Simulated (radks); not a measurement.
Polarisability of the ruthenium ion Ru3+, [Kr] 4d5, at imaginary frequency. Calculated with a radial shooting solver on a logarithmic mesh with Libxc functionals: scalar-relativistic Kohn-Sham, LB94 model potential, spin-unpolarised, spherical densities, finite nucleus; Fermi nuclear charge, rms radius 4.4809 fm. Response by self-consistent Sternheimer equations with the Hartree and adiabatic LDA kernel, the relativistic mass of each level held fixed and spin-orbit coupling left out.

w (hartree)  alpha1(iw) (bohr^3)
0.00266                    5.112
0.0143                     5.110
0.0360                     5.104
0.0697                     5.084
0.118                      5.033
0.186                      4.924
0.280                      4.716
0.413                      4.364
0.605                      3.835
0.892                      3.133
1.35                       2.301
2.12                       1.436
3.59                      0.7071
6.94                      0.2561
17.5                     0.06137

Static values: alpha1 = 5.112 bohr^3 (0.7575 angstrom^3; uncoupled 7.522). C6 = 23.61, triple-dipole C9 = 84.46 atomic units. One-pole (London) frequency 4 C6 / (3 alpha1^2) = 1.205 hartree, against 1.660 for minus the highest occupied eigenvalue.
